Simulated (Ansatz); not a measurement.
H3Al, triplet, at a GFN2-xTB geometry (such geometries of metal compounds can be far from the true shape) (a higher spin typed on purpose: for a closed-shell molecule this is an excited state); MP2/def2-TZVP (Ansatz, a first-principles code).

Here is a job for Ansatz.
Ansatz 0.2 input:
```yaml
crystal:
  periodic: [false, false, false]
  atoms:
    - {symbol: Al, position_ang: [-0.00852086, 0.11601664, 0.09405889]}
    - {symbol: H, position_ang: [0.59235466, -1.44177485, 0.61327871]}
    - {symbol: H, position_ang: [-0.41209475, 1.22776837, -0.98292216]}
    - {symbol: H, position_ang: [-0.06948873, -1.29420984, -0.85312208]}
basis:
  gaussian:
    orbitals: def2-TZVP
magnetization: {spin_polarized: true, initial_magnetization: 2}
correlation: {method: mp2}
```

The log (banner, timings and long lists left out):

```
Functional definition: HF
376 factors; integrals over basis functions are off by at most 1.8e-3 eV
mean field evaluation 1: about -6625.0658 eV, gradient 7.3e0 eV
mean field evaluation 2: about -6625.0733 eV, gradient 7.3e0 eV
mean field evaluation 4: about -6625.9452 eV, gradient 9.6e-1 eV
mean field evaluation 8: about -6625.9739 eV, gradient 6.4e-3 eV
mean field evaluation 16: about -6625.9684 eV, gradient 3.5e-1 eV
mean field -6625.97389526 eV, -243.5000494045 hartree, gradient 2.4e-6 eV, S^2 2.028555; 2 other end points of the search recorded, 0 dependent functions left out
5 core orbitals not correlated
reference -6625.97389526 eV, -243.5000494045 hartree; 4, 2 occupied and 46, 48 virtual orbitals, 376 factors
second order -1.92814351 eV of doubles, -0.00000000 eV of singles
Total energy: -6627.90203877 eV, -243.5709073715 hartree
```
